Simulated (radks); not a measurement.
Q: Method: non-relativistic Kohn-Sham, LB94 model potential, spin-unpolarised, spherical densities, point nucleus; computed with a radial shooting solver on a logarithmic mesh with Libxc functionals. Response by self-consistent Sternheimer equations with the Hartree and adiabatic LDA kernel. Rank K7+, Cl5+, Si2+, S4+, Mg, Ar6+, Ca8+, P3+, Al+ (NIST ground configurations) by static dipole polarisability, largest first.

A: Mg 60.66, Al+ 21.67, Si2+ 10.75, P3+ 6.260, S4+ 4.011, Cl5+ 2.741, Ar6+ 1.964, K7+ 1.460, Ca8+ 1.116 bohr^3.
